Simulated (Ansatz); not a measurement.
This geometry of AlH5O2Si + H2 (11 atoms, charge 0, multiplicity 1) is a first-order saddle point.

Computed with Ansatz 0.2.0, RKS PBE/def2-SVP.

```xyz
11
Properties=species:S:1:pos:R:3
Al 0.030 0.157 0.132
O 0.406 0.234 1.977
H -0.258 -0.117 2.603
H 1.273 -0.072 -0.823
O -1.499 -0.585 -0.144
Si -2.813 -1.311 -0.852
H -3.113 -2.618 -0.165
H -4.026 -0.424 -0.732
H -2.567 -1.586 -2.313
H -0.193 1.867 0.604
H 0.046 1.341 1.509
```

Problem. Which two structures does it join? (They come from a converged band through this point; their orientation in space is the band's.)

Solution. Bonds broken: H10–H11. Bonds formed: Al1–H10, O2–H11. AlH5O2Si + H2 becomes AlH7O2Si.

Initial state:

```xyz
11
Properties=species:S:1:pos:R:3
Al 0.204 -0.242 0.354
O 0.587 -0.327 2.029
H -0.047 -0.604 2.709
H 1.379 0.147 -0.626
O -1.328 -0.731 -0.240
Si -2.789 -1.227 -0.848
H -3.304 -2.418 -0.082
H -3.803 -0.117 -0.735
H -2.664 -1.611 -2.300
H -0.636 2.077 0.422
H -0.313 1.942 1.111
```

Final state:

```xyz
11
Properties=species:S:1:pos:R:3
Al 0.067 0.493 -0.100
O 0.190 0.141 1.894
H -0.683 -0.332 1.875
H 1.312 -0.237 -0.786
O -1.434 -0.452 0.007
Si -2.714 -1.244 -0.698
H -2.994 -2.524 0.048
H -3.963 -0.400 -0.645
H -2.436 -1.585 -2.141
H -0.115 2.090 -0.106
H 0.056 0.938 2.446
```

Problem. How far does it lie above each of them?

Solution. 0.73 eV above the first and 0.54 eV above the second. This is the barrier of this one path; another mechanism may lie lower. The orbitals stay closed-shell, which can raise the energy where a bond breaks towards radicals; this wasn't checked here.

The run took 8.3 min on 2 threads of Intel(R) Xeon(R) Platinum 8259CL CPU @ 2.50GHz (Skylake/Cascade Lake), on a shared host, peak memory 0.16 GiB.
